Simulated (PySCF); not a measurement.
**CaC: energy against distance**

Set-up: basis Ca def2-SVPD, C def2-SVPD; no relativity; PySCF 2.14. Energies in eV from Ca + C in their ground configurations at the same level. State: triplet, unpaired electrons π ↑↑.

```tsv
R (Å)	ROHF-SCS-MP2
1.970	-0.473
2.062	-0.888
2.154	-1.113
2.222	-1.188
2.291	-1.206
2.360	-1.184
2.451	-1.114
2.566	-0.992
2.703	-0.833
2.887	-0.637
```

Question: Put a parabola through the three lowest points of the ROHF-SCS-MP2 curve and estimate Re, k and ωe (reduced mass 9.229 u; 1 eV/Å² = 0.16022 mdyn/Å; ωe = 1302.8·√(k/μ) cm⁻¹).

Answer: Through R = 2.222, 2.291, 2.36 Å the second-order coefficient is 4.20 eV/Å², so Re ≈ 2.288 Å, k ≈ 1.35 mdyn/Å and ωe ≈ 498 cm⁻¹. A polynomial fit of higher order to the unrounded ROHF-SCS-MP2 energies gives Re = 2.283 Å, k = 1.42 mdyn/Å, ωe = 511 cm⁻¹; anharmonicity and rounding make the difference.

The higher-order fit for each curve: ROHF-SCS-MP2: Re = 2.283 Å, ωe = 511 cm⁻¹, De = 1.21 eV.

Correlated steps freeze 6 core orbitals. Correlated levels converge slowly with the basis: in double zeta they bind strong bonds too weakly, by up to about 1 eV, and carry superposition errors of some tenths. The state was picked by a PBE0 search and need not be the measured ground state.
